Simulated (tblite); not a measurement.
Compound: C5H13FN2Si.
Cartesian coordinates in Å at the GFN2-xTB level; atoms count from 1:
```xyz
22
C5H13FN2Si angstrom
N     -1.3642   -0.1434    1.6073
C     -1.5748    0.9405    0.6537
C     -0.9486    0.6509   -0.7082
C     -1.3626   -0.6781   -1.3678
C      0.0322   -1.2552   -1.0912
C      0.5220    0.1556   -0.6887
N      1.2328    0.2951    0.5459
Si     2.9281    0.2254    0.7111
F      3.5183    1.1947   -0.4337
H     -1.7526    0.1076    2.5096
H     -1.8337   -0.9856    1.2926
H     -2.6439    1.1667    0.4966
H     -1.0996    1.8336    1.0696
H     -1.1090    1.5308   -1.3346
H     -2.1974   -1.1994   -0.9022
H     -1.5742   -0.5699   -2.4294
H      0.5394   -1.7122   -1.9380
H      0.0541   -1.9418   -0.2472
H      1.1137    0.6208   -1.4789
H      0.6397    0.0041    1.3155
H      3.2612    0.8148    1.9962
H      3.6086   -1.0357    0.4209
```

Computed values, GFN2-xTB/tblite, gas phase, harmonic and unscaled. Against measured fundamentals such values can be off by several per cent, at times by over 20. Modes of hydrogen on silicon can be 10 to 20 % off. One conformer, not necessarily the lowest.

Harmonic wavenumbers (cm⁻¹): 38.7, 57.6, 94.3, 116.9, 158.8, 182.2, 262.7, 296.7, 313.0, 392.0, 411.6, 519.8, 548.6, 568.1, 641.5, 728.2, 745.5, 785.4, 792.4, 794.8, 844.1, 879.2, 905.2, 967.4, 1000.0, 1018.1, 1027.4, 1045.8, 1055.0, 1080.6, 1153.3, 1170.5, 1187.1, 1204.9, 1218.0, 1232.9, 1245.5, 1256.2, 1260.0, 1285.2, 1325.6, 1366.7, 1393.7, 1468.3, 1479.0, 1488.5, 1556.8, 2249.8, 2339.5, 2818.6, 2954.1, 2964.6, 2969.2, 2989.7, 3007.7, 3015.0, 3019.9, 3346.6, 3394.4, 3422.7.

A = 2361, B = 786.1, C = 698.2 MHz; mass 148.083 u (most abundant isotopes); point group C1, symmetry number 1.

Question: What is the zero-point energy?

Answer: ½Σν̃ = 39528 cm⁻¹ = 113.02 kcal/mol.

Question: What is S at 298.15 K and 1 bar for an ideal gas of classical rigid rotors and harmonic oscillators?

Answer: Translation 40.91, rotation 29.90, vibration 32.57: S = 103.4 cal/(mol K).

Question: And Cp and H(298.15 K) − H(0)?

Answer: Cp = 42.12 cal/(mol K), of which vibrations give 34.17 (their classical limit is 60 R = 119.2); H(298.15 K) − H(0) = 7.41 kcal/mol without the zero-point energy, 5.04 from vibrations.

Question: How do the functions run with temperature in this model?

Answer: 
```json
{"T (K)": "50", "S (cal/(mol K))": "60.7", "Cp (cal/(mol K))": "14.1", "H − H(0) (kcal/mol)": "0.53", "G − H(0) (kcal/mol)": "-2.51", "ln q(vib)": "0.73"}
{"T (K)": "100", "S (cal/(mol K))": "72.3", "Cp (cal/(mol K))": "19.8", "H − H(0) (kcal/mol)": "1.38", "G − H(0) (kcal/mol)": "-5.85", "ln q(vib)": "2.17"}
{"T (K)": "373.15", "S (cal/(mol K))": "113.8", "Cp (cal/(mol K))": "51.3", "H − H(0) (kcal/mol)": "10.92", "G − H(0) (kcal/mol)": "-31.56", "ln q(vib)": "10.03"}
{"T (K)": "500", "S (cal/(mol K))": "130.8", "Cp (cal/(mol K))": "64.9", "H − H(0) (kcal/mol)": "18.32", "G − H(0) (kcal/mol)": "-47.09", "ln q(vib)": "13.69"}
{"T (K)": "750", "S (cal/(mol K))": "160.9", "Cp (cal/(mol K))": "83.4", "H − H(0) (kcal/mol)": "37.04", "G − H(0) (kcal/mol)": "-83.65", "ln q(vib)": "20.80"}
{"T (K)": "1000", "S (cal/(mol K))": "186.6", "Cp (cal/(mol K))": "95.2", "H − H(0) (kcal/mol)": "59.47", "G − H(0) (kcal/mol)": "-127.18", "ln q(vib)": "27.53"}
```

q(vib) and H(0) count from the zero-point level.

Question: Blend soft modes into free rotors: weight 1/[1 + (100 cm⁻¹/ν̃)⁴] for the oscillator and the rest for a rotor with moment μB/(μ + B), μ = h/(8π²ν), B = 10⁻⁴⁴ kg m². What vibrational entropy results?

Answer: 29.52 cal/(mol K) in place of 32.57, which changes −T·S at 298.15 K by +0.91 kcal/mol.

Hindered rotation and anharmonicity are outside this model. Other conformers, if any are populated, would add a mixing term that is left out. The structure is chiral; the term R ln 2 for an equal mix with its mirror image is left out.

The run took 0.98 s of wall time on one thread, Arm Neoverse V1 (aarch64), shared host. This covers the Hessian and the dipole derivatives.
